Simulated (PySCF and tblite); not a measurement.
Values are calculated unless marked as measured or tabulated.
C4H5ClOS, numbered as in [O:1]=[S@:2]1[CH2:3][CH2:4][CH:5]=[C:6]1[Cl:7]. The ensemble was built from 60 distance-geometry starts (ETKDG and KDG, MMFF94s, GFN2-xTB) and rests on GFN2-xTB geometries. Weights use PBE0-D3(BJ)/def2-SVP (IEF-PCM, dimethylsulfoxide) energies plus GFN2-xTB zero-point and thermal terms (modes under about 200 cm⁻¹ blended into free rotors). Symmetry numbers and mirror images are counted. Conformers within 1.5 kcal/mol (GFN2-xTB free energy) were kept, 10 at most. GIAO shieldings: KT3/pcSseg-1 (IEF-PCM, dimethylsulfoxide). Shifts are against TMS (¹H), TMS (¹³C) at the same level; of two unlike H on one atom, a is the less shielded. Programs: PySCF with density fitting and tblite.

The 5-ring runs over atoms 2–3–4–5–6.

| conformer | shape | point group | mirror pair | ΔE(DFT) | Δ(G−E) at 298.15 K | δ H3a (ppm) |
| --- | --- | --- | --- | --- | --- | --- |
| 1 | 5-ring envelope (ring torsions 30, -18, -3, 18, -27°) | C1 | no | 0.00 | 0.00 | 3.02 |
| 2 | 5-ring envelope (ring torsions -25, 16, 1, -14, 22°) | C1 | no | 0.37 | -0.05 | 4.24 |

Energies in kcal/mol; the thermal term leaves out symmetry numbers and mirror images.

Problem. Work out the weights at 298.15 K and the ¹H shift of H3a under fast exchange.

Solution. RT = 0.592 kcal/mol. Each conformer gets RT ln(σ/g), with σ the rotational symmetry number and g = 2 for a mirror pair: 1: σ = 1, g = 1, G = 0.00 + 0.00 + 0.00 = 0.00, 0.00 above the lowest, exp(−ΔG/RT) = 1.000; 2: σ = 1, g = 1, G = 0.37 − 0.05 + 0.00 = 0.32, 0.32 above the lowest, exp(−ΔG/RT) = 0.583. The sum is 1.583, so the weights are 63.2, 36.8 %. The averaged shift is 3.47 ppm. At 298.15 K the leading conformer alone gives 3.02 ppm and bare DFT energies give 3.45 ppm.


Conformer gaps in def2-SVP on xTB geometries can be 2 kcal/mol too large for S=O, P=O and other polar bonds.